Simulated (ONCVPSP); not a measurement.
# Be: one change to an ONCV potential, before and after

ONCVPSP 4.0.1 input, shortened (lines: element, Z, core and valence counts, functional; n l f; lmax; l rc ep ncon nbas qcut; lloc lpopt rc5 dvloc0; l nproj debl; icmod fcfact rcfact), LDA (Perdew-Zunger), scalar-relativistic:

```
  Be 4.00    0    2        3      upf
    1    0    2.00
    2    0    2.00
    2
    0    0.70    0.00    4    7   16.60
    1    0.65    0.44    4    8   12.90
    2    0.70    0.39    4    9   13.70
    4    5    0.65    0.00
    0    3    3.20
    1    3    2.40
    2    2    2.10
    0    0.00    0.00
```

Change: s: qcut 22; p: qcut 17.1; d: qcut 18.2.

Cutoffs: the cutoffs (Ha) at which the residual kinetic energy of the hardest occupied pseudo-wave falls to 1 and 0.1 mHa per electron; they do not see the model core or the augmentation charge, which bear on the density cutoff. Errors are all-electron minus pseudo energies relative to the spin-unpolarised reference configuration.

**Question.** Predict the effect on cutoff, ghosts and configuration errors.

**Answer.** The potential gets harder (106 Ha and 123 Ha → 135 Ha and 163 Ha); of the 4 tests that both files solve, the error grows in 0 and shrinks in 2 by more than 15 % and 0.3 meV (median size 1.4 → 0.9 meV); neither file shows a bound ghost.

| quantity | base | changed |
| --- | --- | --- |
| cutoff, loose | 106 Ha | 135 Ha |
| cutoff, tight | 123 Ha | 163 Ha |
| bound ghosts | none | none |
| GHOST(+) flags under 300 eV | none | none |
| error for 1s2 2s1, meV [ΔE 9.52 eV] | +0.3 | +0.2 |
| error for 1s2 2s0, meV [ΔE 27.30 eV] | +2.4 | +1.6 |
| error for 1s2 2s1.5, meV [ΔE 3.75 eV] | +0.1 | 0.0 |
| error for 1s2 2s0 2p1, meV [ΔE 13.33 eV] | +3.9 | +2.7 |
| s: phases at 0.71 bohr within 0.05 rad from the reference energy up to (Ha; the scan ends near 5) | to the end of the scan | to the end of the scan |
| p: phases at 0.66 bohr within 0.05 rad from the reference energy up to (Ha; the scan ends near 5) | to the end of the scan | to the end of the scan |
| d: phases at 0.71 bohr within 0.05 rad from the reference energy up to (Ha; the scan ends near 5) | to the end of the scan | to the end of the scan |
